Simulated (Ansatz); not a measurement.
Gas-phase electronic energies from Ansatz, PBE0-D4/def2-TZVP geometries. CCSD(T)/CBS adds triple-zeta CCSD(T) − MP2 to the extrapolated MP2 energy (def2 sets, frozen cores). DFT in def2-TZVPP. Elements past krypton have def2 core potentials. For Ge, Te outer-core shells are correlated without core-valence functions, which leaves a few kJ/mol of doubt a bond. Scalar relativity is left out up to krypton. Each species was taken in one conformer, which may not be the lowest.

Consider the redistribution: `OC[Te][GeH3]` + `N=CBO` → `OC[TeH]` + `OB/C=[N]/[GeH3]`.

```csv
level,ΔE (eV)
PBE-D4,0.85
SCS-MP2/def2-TZVPP,0.75
```

(1) What does CCSD(T)/CBS give? (Estimate.)

Largest T1 diagnostic among the species: 0.014.

## Answers

(1) Computed: +0.83 eV. The listed levels differ from it by 0.02, -0.08 eV.

The D4 term adds +0.04 eV with B3LYP and +0.02 eV with PBE0; it sums over pairs of atoms, weighted by their polarisabilities, and B3LYP, whose exchange is more repulsive, gets the larger term. In def2-TZVPP, CCSD(T) changes the Hartree–Fock value by +0.06 eV (the triples alone add +0.01 eV) and MP2 by +0.11 eV.

B3LYP here is the variant with VWN-RPA as its local correlation; programs differ in this.
